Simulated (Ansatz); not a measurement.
Program: Ansatz. Geometries: PBE0-D4/def2-TZVP. ΔE: electronic, gas phase. CBS: MP2 limit from def2 TZ/QZ plus the TZ coupled-cluster correction, frozen cores. This one scheme is used for every species. DFT in def2-TZVPP. B3LYP here is the variant with VWN-RPA as its local correlation; programs differ in this. HSE06 is defined as in plane-wave codes. def2 core potentials past Kr. For Sn outer-core shells are correlated without core-valence functions, which leaves a few kJ/mol of doubt a bond. Each species was taken in one conformer, which may not be the lowest.

Consider the formal hydrolysis of the Sn–C bond: `CC(C)(C)[CH2][Sn]([F])([F])[F]` + H₂O → `[OH][Sn]([F])([F])[F]` + `CC(C)(C)C`.

```json
{"level": "BLYP-D4", "ΔE (kJ/mol)": "4.6", "difference from CCSD(T)/CBS": "-3.7"}
{"level": "B97M-V", "ΔE (kJ/mol)": "-10.2", "difference from CCSD(T)/CBS": "-18.5"}
{"level": "B3LYP-D4", "ΔE (kJ/mol)": "5.1", "difference from CCSD(T)/CBS": "-3.2"}
{"level": "r2SCAN0-D4", "ΔE (kJ/mol)": "2.7", "difference from CCSD(T)/CBS": "-5.6"}
{"level": "BHLYP-D4", "ΔE (kJ/mol)": "3.5", "difference from CCSD(T)/CBS": "-4.8"}
{"level": "CAM-B3LYP-D4", "ΔE (kJ/mol)": "-0.3", "difference from CCSD(T)/CBS": "-8.6"}
{"level": "r2SCAN", "ΔE (kJ/mol)": "-3.5", "difference from CCSD(T)/CBS": "-11.8"}
{"level": "PBE0", "ΔE (kJ/mol)": "-0.9", "difference from CCSD(T)/CBS": "-9.2"}
{"level": "HSE06", "ΔE (kJ/mol)": "-1.0", "difference from CCSD(T)/CBS": "-9.3"}
{"level": "BHLYP", "ΔE (kJ/mol)": "-11.4", "difference from CCSD(T)/CBS": "-19.7"}
{"level": "HF/def2-SVP", "ΔE (kJ/mol)": "-6.6", "difference from CCSD(T)/CBS": "-14.9"}
{"level": "CCSD/def2-SVP", "ΔE (kJ/mol)": "-1.7", "difference from CCSD(T)/CBS": "-10.0"}
{"level": "CCSD(T)/def2-SVP", "ΔE (kJ/mol)": "0.4", "difference from CCSD(T)/CBS": "-7.9"}
{"level": "HF/def2-QZVPP", "ΔE (kJ/mol)": "-28.2", "difference from CCSD(T)/CBS": "-36.5"}
{"level": "MP2/def2-QZVPP", "ΔE (kJ/mol)": "10.1", "difference from CCSD(T)/CBS": "1.8"}
{"level": "HF/CBS(def2)", "ΔE (kJ/mol)": "-28.6", "difference from CCSD(T)/CBS": "-36.9"}
{"level": "CCSD(T)/CBS", "ΔE (kJ/mol)": "8.3", "difference from CCSD(T)/CBS": "0"}
```

Largest T1 diagnostic among the species: 0.015.

At CCSD(T), def2-SVP lies −7.9 kJ/mol from the extrapolated value and def2-TZVPP −3.1 kJ/mol. In def2-TZVPP, CCSD(T) changes the Hartree–Fock value by +31.0 kJ/mol (the triples alone add +3.0 kJ/mol) and MP2 by +34.9 kJ/mol. Leaving LDA and LC-ωPBE aside and taking each functional with its dispersion term where it has one, the values spread over 18.2 kJ/mol, from B97M-V to PBE0-D4. LDA lies +17.0 kJ/mol from PBE without D4.

CCSD(T)/CBS has its own doubt, a few kJ/mol and more with outer-core shells, so smaller differences from it don't rank the levels.
